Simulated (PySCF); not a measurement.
1,2,4-triazole (C2H3N3), SMILES n1[nH]cnc1. Geometry: PBE-D3(BJ)/def2-SVP.

Give the equilibrium geometry at PBE-D3(BJ)/def2-SVP (PySCF confirms it by a frequency run) as Cartesian coordinates in Å, and its point group. (The exact figures need the calculation; the answer reports its results.)

point group Cs.
```xyz
8

C      0.0139     1.1228     0.0000
N      1.1625     0.3817     0.0000
C      0.7048    -0.8645     0.0000
N     -0.6565    -0.8498     0.0000
N     -1.1210     0.4181     0.0000
H      0.0050     2.2205     0.0000
H      1.2997    -1.7871     0.0000
H     -1.3125    -1.6336     0.0000
```
